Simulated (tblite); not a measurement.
Compound: C₅H₇F₃SeSi.
Bonds: C1–C2, C2–C3 (triple), C3–Si4, Si4–Se5, Se5–C6, C6–C7, C7–F8, C7–F9, C7–F10. Hydrogens: H11, H12, H13 on C1; H14, H15 on Si4; H16, H17 on C6.

Computed with GFN2-xTB (tblite), gas phase: L-BFGS steps from a force-field or distance-geometry start until the largest atomic force falls under 0.01 eV/Å.

Step 23: E = -907.4743 eV
```
atom  x, y, z in Å  |  force x, y, z in eV/Å
C1      4.5632   -0.4168   -0.3475    0.006  -0.012   0.019
C2      3.1894    0.0013   -0.2235    0.006  -0.003  -0.012
C3      2.0389    0.3464   -0.1108   -0.018   0.058  -0.023
Si4     0.3040    0.9280    0.0337   -0.032  -0.024   0.010
Se5    -1.0431   -0.9435   -0.2480    0.041  -0.037   0.010
C6     -2.5330   -0.4502    0.9330   -0.061   0.028   0.020
C7     -3.7411   -0.1551    0.0892   -0.003   0.005  -0.023
F8     -4.8131    0.1760    0.8363    0.010  -0.010   0.005
F9     -3.5412    0.8738   -0.7474    0.017  -0.013  -0.009
F10    -4.1030   -1.2031   -0.6540   -0.052   0.006  -0.062
H11     4.9488   -0.1493   -1.3310   -0.020  -0.006   0.003
H12     4.6338   -1.4959   -0.2173    0.009  -0.014  -0.011
H13     5.1675    0.0731    0.4153    0.012   0.004   0.006
H14     0.0125    1.3779    1.3996   -0.001   0.033  -0.024
H15    -0.0292    1.9113   -0.9965   -0.009  -0.011   0.031
H16    -2.7641   -1.2951    1.5828    0.021  -0.009   0.012
H17    -2.2974    0.4332    1.5246    0.075   0.007   0.049
```

Step 24: E = -907.4753 eV
```
atom  x, y, z in Å  |  force x, y, z in eV/Å
C1      4.5601   -0.4169   -0.3465    0.018  -0.016   0.015
C2      3.1864    0.0013   -0.2244    0.028  -0.008   0.000
C3      2.0367    0.3487   -0.1117   -0.028   0.057  -0.021
Si4     0.3016    0.9278    0.0333   -0.034  -0.055   0.001
Se5    -1.0434   -0.9474   -0.2463    0.074  -0.027  -0.002
C6     -2.5297   -0.4509    0.9342   -0.101   0.030   0.010
C7     -3.7382   -0.1558    0.0884    0.017   0.037  -0.018
F8     -4.8102    0.1774    0.8340    0.006  -0.017   0.008
F9     -3.5352    0.8744   -0.7472    0.021  -0.018   0.001
F10    -4.1014   -1.2003   -0.6587   -0.038  -0.001  -0.037
H11     4.9455   -0.1497   -1.3296   -0.012   0.000  -0.016
H12     4.6325   -1.4960   -0.2177    0.000  -0.014  -0.004
H13     5.1660    0.0730    0.4151    0.000   0.003   0.010
H14     0.0080    1.3766    1.3975   -0.003   0.040   0.004
H15    -0.0330    1.9108   -0.9944   -0.017   0.006   0.007
H16    -2.7604   -1.2936    1.5866    0.008  -0.022   0.011
H17    -2.2924    0.4326    1.5259    0.062   0.005   0.031
```

Step 25: E = -907.4763 eV
```
atom  x, y, z in Å  |  force x, y, z in eV/Å
C1      4.5566   -0.4172   -0.3453    0.021  -0.015   0.003
C2      3.1826    0.0013   -0.2253    0.037  -0.010   0.016
C3      2.0339    0.3521   -0.1132   -0.019   0.046  -0.021
Si4     0.2975    0.9264    0.0327   -0.025  -0.069  -0.007
Se5    -1.0422   -0.9528   -0.2443    0.081  -0.019  -0.001
C6     -2.5272   -0.4512    0.9362   -0.091   0.016  -0.003
C7     -3.7343   -0.1559    0.0870    0.027   0.053  -0.004
F8     -4.8063    0.1787    0.8314   -0.003  -0.018   0.004
F9     -3.5267    0.8752   -0.7468    0.019  -0.016   0.008
F10    -4.0994   -1.1969   -0.6649   -0.016   0.005  -0.002
H11     4.9412   -0.1500   -1.3284   -0.004   0.005  -0.028
H12     4.6305   -1.4965   -0.2182   -0.008  -0.009   0.004
H13     5.1638    0.0730    0.4153   -0.014   0.000   0.010
H14     0.0020    1.3753    1.3951   -0.005   0.044   0.028
H15    -0.0382    1.9104   -0.9919   -0.026   0.018  -0.014
H16    -2.7558   -1.2921    1.5915   -0.011  -0.026   0.003
H17    -2.2851    0.4320    1.5277    0.036  -0.006   0.003
```

Step 26: E = -907.4770 eV
```
atom  x, y, z in Å  |  force x, y, z in eV/Å
C1      4.5535   -0.4176   -0.3444    0.014  -0.008  -0.009
C2      3.1792    0.0013   -0.2257    0.028  -0.006   0.026
C3      2.0312    0.3554   -0.1146    0.004   0.031  -0.021
Si4     0.2931    0.9242    0.0318   -0.009  -0.050  -0.007
Se5    -1.0397   -0.9578   -0.2426    0.058  -0.018   0.012
C6     -2.5259   -0.4514    0.9381   -0.034  -0.007  -0.010
C7     -3.7302   -0.1551    0.0856    0.021   0.042   0.009
F8     -4.8027    0.1797    0.8291   -0.014  -0.009  -0.004
F9     -3.5178    0.8762   -0.7463    0.012  -0.005   0.007
F10    -4.0969   -1.1937   -0.6700    0.004   0.015   0.023
H11     4.9371   -0.1502   -1.3279    0.002   0.005  -0.026
H12     4.6282   -1.4971   -0.2185   -0.013  -0.004   0.010
H13     5.1612    0.0731    0.4157   -0.020  -0.005   0.008
H14    -0.0040    1.3744    1.3935   -0.003   0.042   0.032
H15    -0.0437    1.9104   -0.9901   -0.029   0.015  -0.019
H16    -2.7518   -1.2912    1.5959   -0.030  -0.021  -0.011
H17    -2.2780    0.4315    1.5290    0.010  -0.018  -0.019
```

Problem. Estimate the geometry and energy of step 27. (The exact step hangs on the optimiser's Hessian estimate; all steps are aligned on step 26, rigid shifts and turns removed.)

Solution. E = -907.4775 eV, largest force 0.047 eV/Å
```
atom  x, y, z in Å  |  force x, y, z in eV/Å
C1      4.5518   -0.4180   -0.3441    0.004  -0.001  -0.015
C2      3.1773    0.0013   -0.2254    0.010   0.000   0.027
C3      2.0297    0.3577   -0.1159    0.021   0.019  -0.021
Si4     0.2900    0.9220    0.0311    0.004  -0.013  -0.002
Se5    -1.0371   -0.9613   -0.2415    0.027  -0.023   0.025
C6     -2.5254   -0.4517    0.9392    0.020  -0.023  -0.011
C7     -3.7272   -0.1539    0.0849    0.007   0.019   0.015
F8     -4.8006    0.1801    0.8275   -0.018   0.003  -0.009
F9     -3.5115    0.8769   -0.7458    0.006   0.009   0.003
F10    -4.0948   -1.1914   -0.6725    0.013   0.020   0.030
H11     4.9346   -0.1502   -1.3281    0.003   0.002  -0.017
H12     4.6263   -1.4976   -0.2185   -0.012   0.000   0.010
H13     5.1590    0.0732    0.4162   -0.018  -0.008   0.004
H14    -0.0079    1.3742    1.3931    0.002   0.034   0.017
H15    -0.0479    1.9106   -0.9895   -0.027   0.001  -0.011
H16    -2.7499   -1.2910    1.5985   -0.040  -0.014  -0.021
H17    -2.2735    0.4310    1.5292   -0.003  -0.023  -0.026
```

The energy changes by -0.0005 eV. The first-order estimate −F·Δx gives -0.0006 eV and the mean of the old and new forces, exact on a quadratic surface, -0.0005 eV. The step makes an angle of 73° with the force vector and moves no atom by more than 0.006 Å.

What follows is the cost of the whole relaxation. Hardware: one thread of an Arm Neoverse N1, no GPU, shared host. Cost: 1.9 s wall.
